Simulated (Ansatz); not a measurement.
CH7FGe2, SMILES `[CH3][GeH]([F])[GeH3]`, relaxed with RKS PBE-D4/def2-SVP in Ansatz from a rough embedded geometry. The force threshold is 0.03 eV/Å; the program also tests the step.

Total charge 0; spin multiplicity 1.

Start:

```xyz
11

C    -1.600   -0.226   -0.559
Ge   -0.321   -0.126    0.812
F    -0.243   -1.657    1.622
Ge    1.816    0.377   -0.079
H    -1.373   -1.011   -1.308
H    -1.728    0.731   -1.118
H    -2.636   -0.484   -0.125
H    -0.725    0.972    1.862
H     2.203   -0.766   -1.164
H     2.885    0.456    0.963
H     1.721    1.734   -0.906
```

```json
{"step": "1", "energy (eV)": "-116866.8638", "largest force (eV/Å)": "2.115", "largest move (Å)": "0.000"}
{"step": "2", "energy (eV)": "-116867.0707", "largest force (eV/Å)": "0.691", "largest move (Å)": "0.139"}
{"step": "3", "energy (eV)": "-116867.0997", "largest force (eV/Å)": "0.180", "largest move (Å)": "0.085"}
{"step": "4", "energy (eV)": "-116867.1056", "largest force (eV/Å)": "0.132", "largest move (Å)": "0.097"}
{"step": "5", "energy (eV)": "-116867.1062", "largest force (eV/Å)": "0.110", "largest move (Å)": "0.055"}
{"step": "6", "energy (eV)": "-116867.1091", "largest force (eV/Å)": "0.019", "largest move (Å)": "0.044"}
```

End:

```xyz
11

C    -1.730   -0.248   -0.583
Ge   -0.330   -0.053    0.774
F    -0.211   -1.626    1.587
Ge    1.892    0.384   -0.130
H    -1.453   -1.040   -1.306
H    -1.873    0.705   -1.130
H    -2.686   -0.526   -0.099
H    -0.743    0.956    1.890
H     2.289   -0.731   -1.132
H     2.942    0.436    1.008
H     1.905    1.744   -0.880
```

It took 12 s on 2 threads of an AMD EPYC 7R13 on a shared host, with 0.22 GiB of host memory at the peak.
